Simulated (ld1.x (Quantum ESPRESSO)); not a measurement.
**An all-electron radial function and its pseudo partner (manganese (Mn))**

Columns: radius, all-electron u(r) and pseudo u(r) of the 4p shell (level -1.47 eV) of manganese in the configuration [Ar] 3d5 4s2 4p0; LDA (PZ), scalar-relativistic, TM semilocal scheme, ld1.x (Quantum ESPRESSO) 7.5.

```csv
r (bohr),all-electron,pseudo
0.120,0.1034,0.0016
0.240,0.0609,0.0064
0.360,-0.0517,0.0142
0.480,-0.1402,0.0251
0.600,-0.1803,0.0387
0.720,-0.1780,0.0549
0.840,-0.1463,0.0735
0.960,-0.0974,0.0943
1.080,-0.0400,0.1172
1.200,0.0201,0.1419
1.320,0.0793,0.1684
1.440,0.1355,0.1967
1.560,0.1878,0.2265
1.680,0.2353,0.2575
1.800,0.2781,0.2892
1.920,0.3163,0.3208
2.040,0.3498,0.3512
2.160,0.3791,0.3794
2.280,0.4044,0.4044
2.400,0.4260,0.4260
2.520,0.4442,0.4442
2.640,0.4592,0.4592
2.760,0.4713,0.4713
2.880,0.4808,0.4808
3.000,0.4879,0.4879
3.120,0.4928,0.4928
```

Problem. How many radial nodes do the two functions have?

Solution. The all-electron 4p function has n − l − 1 = 2; the pseudo-wave has 0, since the states of the same l below it are removed with the core.

Problem. At about which radius was the pseudo-wave matched?

Solution. 2.40 bohr. The columns agree to 0.0005 from 2.16 bohr on; several derivatives are matched, so the curves merge somewhat inside the radius.

Problem. Is the pseudo-wave norm-conserving?

Solution. Yes: the TM semilocal scheme keeps the norm inside the radius equal to the all-electron one, which fixes the energy derivative of the logarithmic derivative at the level.
